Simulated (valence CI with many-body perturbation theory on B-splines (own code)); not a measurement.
**Ar¹¹⁺: fill in the table**

Calculated by relativistic CI+MBPT: five valence electrons over a frozen Dirac-Fock core [He], a basis of 9 s, 9 p, 8 d, 6 f, 3 g, 1 h functions for each j, with the one-electron correlation potential Σ1, the two-electron term Σ2, the three-electron term Σ3, Breit, model QED; selected CI, second order for the rest, scaled by the run's own slope (own B-spline code, finite nucleus).

No measured spectrum was set against this ion. As an estimate, levels of excited configurations hold to 0.05 to 0.15 % of their energy, terms of the ground configuration to about 0.5 %. Among the levels kept, up to 2400 cm⁻¹ of a level comes from second order outside the variational space, and about a tenth of that is noise between levels of different J, which matters for small intervals.

```tsv
Level	E (cm⁻¹)
2s2 2p3 4S°_3/2	0
2s2 2p3 2D°_3/2	95141
2s2 2p3 2D°_5/2	?
2s2 2p3 2P°_1/2	149590
2s2 2p3 2P°_3/2	154450
2s 2p4 4P_5/2	446070
2s 2p4 4P_3/2	458240
2s 2p4 4P_1/2	?
2s 2p4 2D_3/2	614330
2s 2p4 2D_5/2	614940
2s 2p4 2S_1/2	716030
2s 2p4 2P_3/2	746440
2s 2p4 2P_1/2	?
2p5 2P°_3/2	1167200
2p5 2P°_1/2	1186900
2s2 2p2 3s 4P_1/2	?
2s2 2p2 3s 4P_3/2	2873200
2s2 2p2 3s 4P_5/2	2883800
2s2 2p2 3s 2P_1/2	?
2s2 2p2 3s 2P_3/2	?
```

Task: The levels stand in rising order. What does the calculation give for the missing energies?

Result: 2s2 2p3 2D°_5/2 98462; 2s 2p4 4P_1/2 464200; 2s 2p4 2P_1/2 762520; 2s2 2p2 3s 4P_1/2 2864700; 2s2 2p2 3s 2P_1/2 2896500; 2s2 2p2 3s 2P_3/2 2909100.
